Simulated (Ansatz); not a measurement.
Cost and result for the atomization energy of C₂H₅ClGa (`C[CH2][Ga][Cl]`) radical (9 atoms, 8 bonds).

```xyz
9

C    -0.171    0.323    0.877
C    -0.695   -0.185   -0.454
Ga    0.776   -0.513   -1.811
Cl    2.807   -0.362   -1.006
H     0.347    1.278    0.773
H    -0.994    0.469    1.584
H     0.534   -0.376    1.329
H    -1.212   -1.145   -0.363
H    -1.392    0.511   -0.929
```

Total charge 0; spin multiplicity 2. Correlated methods include outer-core shells of Ga, which these sets cover unevenly. Scalar relativity is left out up to krypton. All single points use the PBE0-D4/def2-TZVP geometry. It is one conformer, not always the lowest. Program: Ansatz. All runs use 4 threads of an Arm Neoverse V1 on a shared host. Times are those of one run each, without the atoms' runs, and a repeat can differ threefold. Electronic energies, without spin–orbit coupling; frozen cores. CCSD(T)/CBS adds CCSD(T) − MP2 in def2-TZVPP to the MP2 limit, and its time is that of the two runs behind it. T1 = 0.013; ⟨S²⟩ of the reference is 0.77. With those shells the extrapolation isn't a true limit. B3LYP takes the VWN-RPA correlation (the form of Gaussian; ORCA's B3LYP/G).

CCSD(T)/CBS is a level of theory with its own doubt, some kJ/mol a heavy atom from the limit and from the frozen cores, so smaller differences don't rank the functionals.

| level | functions | wall time |
| --- | --- | --- |
| PBE-D4/def2-TZVPP (with forces) | 222 | 4.4 s |
| B3LYP-D4/def2-TZVPP (with forces) | 222 | 7 s |
| BHLYP-D4/def2-TZVPP | 222 | 8 s |
| PBE-QIDH/def2-TZVPP | 222 | 9.5 s |
| r2SCAN-D4/def2-TZVPP (with forces) | 222 | 11 s |
| r2SCANh-D4/def2-TZVPP | 222 | 12 s |
| ωB97X-V/def2-TZVPP | 222 | 17 s |
| B97M-V/def2-TZVPP | 222 | 18 s |
| CCSD(T)/def2-SVP | 103 | 20 s |
| ωB97M-V/def2-TZVPP (with forces) | 222 | 22 s |
| MP2/def2-QZVPP | 423 | 36 s |
| CCSD(T)/def2-TZVPP | 222 | 8.9 min |
| CCSD(T)/CBS(def2) | – | 9.5 min |

**Question.** What atomization energy does each give, and how far from CCSD(T)/CBS? (Estimate.)

**Answer.** Ansatz gave: 
```json
{"level": "PBE-D4/def2-TZVPP (with forces)", "atomization (kJ/mol)": "3141.0", "difference from CCSD(T)/CBS": "57.3", "per bond": "7.2"}
{"level": "B3LYP-D4/def2-TZVPP (with forces)", "atomization (kJ/mol)": "3077.0", "difference from CCSD(T)/CBS": "-6.7", "per bond": "-0.8"}
{"level": "BHLYP-D4/def2-TZVPP", "atomization (kJ/mol)": "3015.6", "difference from CCSD(T)/CBS": "-68.1", "per bond": "-8.5"}
{"level": "PBE-QIDH/def2-TZVPP", "atomization (kJ/mol)": "3094.1", "difference from CCSD(T)/CBS": "10.4", "per bond": "1.3"}
{"level": "r2SCAN-D4/def2-TZVPP (with forces)", "atomization (kJ/mol)": "3114.4", "difference from CCSD(T)/CBS": "30.7", "per bond": "3.8"}
{"level": "r2SCANh-D4/def2-TZVPP", "atomization (kJ/mol)": "3101.4", "difference from CCSD(T)/CBS": "17.7", "per bond": "2.2"}
{"level": "ωB97X-V/def2-TZVPP", "atomization (kJ/mol)": "3089.8", "difference from CCSD(T)/CBS": "6.1", "per bond": "0.8"}
{"level": "B97M-V/def2-TZVPP", "atomization (kJ/mol)": "3100.4", "difference from CCSD(T)/CBS": "16.7", "per bond": "2.1"}
{"level": "CCSD(T)/def2-SVP", "atomization (kJ/mol)": "2945.7", "difference from CCSD(T)/CBS": "-138.0", "per bond": "-17.3"}
{"level": "ωB97M-V/def2-TZVPP (with forces)", "atomization (kJ/mol)": "3088.7", "difference from CCSD(T)/CBS": "5.0", "per bond": "0.6"}
{"level": "MP2/def2-QZVPP", "atomization (kJ/mol)": "3099.9", "difference from CCSD(T)/CBS": "16.2", "per bond": "2.0"}
{"level": "CCSD(T)/def2-TZVPP", "atomization (kJ/mol)": "3023.7", "difference from CCSD(T)/CBS": "-60.0", "per bond": "-7.5"}
{"level": "CCSD(T)/CBS(def2)", "atomization (kJ/mol)": "3083.7", "difference from CCSD(T)/CBS": "0.0", "per bond": "0.0"}
```

In def2-TZVPP, CCSD(T) changes the Hartree–Fock value by +681.9 kJ/mol (the triples alone add +41.0 kJ/mol) and MP2 by +723.3 kJ/mol; breaking electron pairs costs correlation energy, which Hartree–Fock lacks. Leaving LDA and LC-ωPBE aside and taking each functional with its dispersion term where it has one, the values spread over 125.4 kJ/mol, from BHLYP-D4 to PBE-D4. LDA lies +379.5 kJ/mol from PBE without D4, its usual overbinding. From r2SCAN to r2SCAN0 (25 % exact exchange), in def2-TZVPP and without D4, the atomization energy moves by −32.0 kJ/mol: exact exchange takes away binding that semilocal exchange gives to molecules.
